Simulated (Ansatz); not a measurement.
```yaml
crystal:
  periodic: [false, false, false]
  atoms:
    - {symbol: F, position_ang: [0.057063, -0.888720, -1.948022]}
    - {symbol: C, position_ang: [-0.099697, -0.097276, -0.634879]}
    - {symbol: Ge, position_ang: [0.205896, -1.437182, 0.816035]}
    - {symbol: O, position_ang: [-1.377915, 0.600346, -0.470138]}
    - {symbol: Si, position_ang: [0.083440, 1.568686, -0.451895]}
    - {symbol: H, position_ang: [0.150006, -0.599325, 2.258294]}
    - {symbol: H, position_ang: [1.587115, -1.973541, 0.604834]}
    - {symbol: H, position_ang: [-0.837460, -2.479907, 0.937971]}
    - {symbol: H, position_ang: [0.326604, 2.578503, 0.780084]}
    - {symbol: H, position_ang: [0.040862, 2.634461, -1.673360]}
basis:
  gaussian: {orbitals: def2-SVP, point_charges: [{charge: 0.50, position_ang: [6.481, 0.789, 0.400]}]}
hamiltonian: {xc: {name: HSE06}, dispersion: d4}
scf: {lower_state_search: full}
output: {forces: true}
```

```sh
$ ansatz run in.yaml --threads 4 --pin off --events-out ev --progress --plain --max-ram 10444MiB
```

Shortened log:

```
Functional definition: HSE06
1139 factors; integrals over basis functions are off by at most 1.2e-3 eV
100 factors; integrals over basis functions are off by at most 4.2e-7 eV
mean field evaluation 1: about -70240.9177 eV, gradient 4.2e1 eV
mean field evaluation 2: about -70241.0041 eV, gradient 4.2e1 eV
mean field evaluation 4: about -70243.7827 eV, gradient 1.6e1 eV
mean field evaluation 8: about -70244.2809 eV, gradient 6.3e-1 eV
mean field evaluation 16: about -70244.2841 eV, gradient 7.1e-5 eV
mean field -70244.28409786 eV, -2581.4298273104 hartree, gradient 7.4e-5 eV, S^2 0.000000; 0 other end points of the search recorded, 0 dependent functions left out
reference -70244.28413520 eV, -2581.4298286827 hartree; 37, 37 occupied and 80, 80 virtual orbitals, 1139 factors
Total energy: -70244.46987532 eV, -2581.4366545061 hartree
Atom 0 at     0.057063    -0.888720    -1.948022 Å, force    -0.381106     2.271151     2.857479 eV/Å
Atom 1 at    -0.099697    -0.097276    -0.634879 Å, force    -1.889193    -6.314367    -1.670609 eV/Å
Atom 2 at     0.205896    -1.437182     0.816035 Å, force    -0.001027     1.944607     1.245312 eV/Å
Atom 3 at    -1.377915     0.600346    -0.470138 Å, force     2.978209    -0.392330    -0.379721 eV/Å
Atom 4 at     0.083440     1.568686    -0.451895 Å, force    -1.184815     7.394416    -0.575302 eV/Å
Atom 5 at     0.150006    -0.599325     2.258294 Å, force     0.170492    -0.684412    -1.459166 eV/Å
Atom 6 at     1.587115    -1.973541     0.604834 Å, force     0.698728    -0.361025    -0.039692 eV/Å
Atom 7 at    -0.837460    -2.479907     0.937971 Å, force    -0.717826    -0.700279    -0.206273 eV/Å
Atom 8 at     0.326604     2.578503     0.780084 Å, force    -0.002139    -1.647043    -0.877768 eV/Å
Atom 9 at     0.040862     2.634461    -1.673360 Å, force     0.310106    -1.502977     1.107791 eV/Å
Dipole moment:     0.313867     0.200041     0.345455 e Å
```

Run time 2.3 s (4 threads of an Arm Neoverse V1 on a shared host); peak host memory 0.46 GiB.
